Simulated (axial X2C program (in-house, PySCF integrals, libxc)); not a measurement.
Spin–orbit effects down a group: homonuclear dimers, PBE0

Calculated with an axial X2C code built on PySCF integrals, spin-free (one-electron X2C) or two-component (2c: spin–orbit coupling with atomic mean-field Coulomb and Gaunt terms, which also bring small scalar terms), in Dyall basis sets with cores contracted in-house; open shells are unrestricted.

Basis sets: N dyall-av3z, P dyall-v3z, Sb dyall-cv3z.

| molecule | spin-free state | Re (Å) | ωe (cm⁻¹) | De (eV) | 2c state | Re 2c (Å) | ωe 2c (cm⁻¹) | De 2c (eV) |
| --- | --- | --- | --- | --- | --- | --- | --- | --- |
| N₂ | M_S = 0, Λ = 0 | 1.089 | 2479.6 | 9.76 | Ω = 0 | 1.089 | 2479.8 | 9.76 |
| P₂ | M_S = 0, Λ = 0 | 1.888 | 826.3 | 4.72 | Ω = 0 | 1.889 | 826.0 | 4.71 |
| Sb₂ | M_S = 0, Λ = 0 | 2.466 | 298.3 | 2.72 | Ω = 0 | 2.471 | 294.5 | 2.67 |

Problem. Work out the shifts from the spin-free to the two-component result.

Solution. 

```tsv
molecule	2c state	ΔRe (Å)	Δωe (cm⁻¹)	ΔDe (eV)
N₂	Ω = 0	0.000	0.2	0.00
P₂	Ω = 0	0.001	-0.3	-0.01
Sb₂	Ω = 0	0.005	-3.8	-0.05
```

Shifts of one unit in the last digit are rounding.

Each entry is the lowest single determinant of a limited PBE0 search at one distance. De goes to single-determinant-based atoms at the same level (for ions the charge split of lowest energy) and is withheld (n/a) where an atom does not fit its ground term or J level. Main or longest-lived isotopes.
